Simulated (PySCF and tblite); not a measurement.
The numbers below are computed, except where a source is named.
5 constitutional isomers of C₃HF₂NS:

```csv
isomer,SMILES
A,[F:1][c:2]1[cH:3][n:4][c:5]([F:6])[s:7]1
B,[F:1][c:2]1[cH:3][c:4]([F:5])[s:6][n:7]1
C,[N:1]#[C:2][C:3](=[S:4])[CH:5]([F:6])[F:7]
D,[F:1][c:2]1[cH:3][n:4][s:5][c:6]1[F:7]
E,[N:1]#[C:2][C@@:3]1([F:4])[S:5][C@@H:6]1[F:7]
```

Protocol: conformer search, at most 6 conformers an isomer, GFN2-xTB geometries, energies PBE0/def2-SVP (IEF-PCM, acetonitrile) (D3(BJ) added where defined), GIAO shieldings WP04/pcSseg-1 (IEF-PCM, acetonitrile), weights at 298.15 K with GFN2-xTB thermal terms. Programs: PySCF with density fitting and tblite.

Problem. What shifts does each isomer give (ppm)?

Solution. 
A: ¹H (against TMS): 7.04 (H3, 1H). ¹³C (against TMS): 176.3 (C2), 174.3 (C5), 123.5 (C3).

B: ¹H (against TMS): 6.72 (H3, 1H). ¹³C (against TMS): 205.3 (C4), 173.7 (C2), 103.6 (C3).

C: ¹H (against TMS): 6.92 (H5, 1H). ¹³C (against TMS): 223.1 (C3), 123.7 (C5), 117.3 (C2).

D: ¹H (against TMS): 8.33 (H3, 1H). ¹³C (against TMS): 188.4 (C6), 154.9 (C3), 153.1 (C2).

E: ¹H (against TMS): 6.51 (H6, 1H). ¹³C (against TMS): 116.4 (C2), 96.6 (C6), 85.0 (C3).

Shifts are unscaled: against experiment ¹³C can be off by 15 ppm or more and ¹H by 0.8 ppm.
